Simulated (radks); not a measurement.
Excited configurations of Au LXXII: one electron is placed in a higher orbital outside [He] 2s2 2p3. The ground configuration is [He] 2s2 2p4. All-electron calculation, scalar-relativistic Kohn-Sham, PBEsol, spin-polarised, spherical densities, finite nucleus; open shells are filled with parallel spins first (spin-orbit coupling, left out, can overturn this in heavy ions); Fermi nuclear charge, rms radius 5.4371 fm. Program: a radial shooting solver on a logarithmic mesh with Libxc functionals. Excitation = E - E(ground); binding = E(ion) - E, where the ion is the core of charge +72; n* = 72/sqrt(2 binding) in atomic units. These energies are relativistic, and a one-electron ion of charge +72 with no core already has n* below n in this formula (scalar-relativistic equation, point nucleus: 3s 2.887, 3p 2.942, 4s 3.878, 5s 4.872, 5p 4.928, 7d 6.959, 7f 6.975). The quantum defect is therefore taken as that value minus n*, so that it holds no relativistic shift of the bare ion.

| outer orbital | excitation (eV) | binding (eV) | n* | quantum defect | eigenvalue (eV) | <r> (bohr) |
|---|---|---|---|---|---|---|
| 3s | 10337.6 | 8956.4 | 2.806 | 0.081 | -8897.3 | 0.1639 |
| 3p | 10871.4 | 8422.6 | 2.894 | 0.049 | -8361.2 | 0.1605 |
| 4s | 14396.7 | 4897.4 | 3.795 | 0.083 | -4867.4 | 0.2999 |
| 5s | 16217.0 | 3077.1 | 4.788 | 0.084 | -3059.3 | 0.4775 |
| 5p | 16327.6 | 2966.4 | 4.876 | 0.052 | -2948.7 | 0.4815 |
| 7d | 17824.8 | 1469.3 | 6.929 | 0.031 | -1460.5 | 0.9589 |
| 7f | 17837.8 | 1456.2 | 6.959 | 0.016 | -1447.2 | 0.9261 |

The Delta-SCF ionisation energy is 19294.0 eV (NIST Atomic Spectra Database: 18790 eV, theoretical). Self-interaction in the functional shifts the binding energies and quantum defects, so they are the method's values and not measured ones. Open shells are spherical and high-spin; term and fine-structure splittings are not resolved. Spin-orbit splitting is averaged out at the scalar-relativistic level.
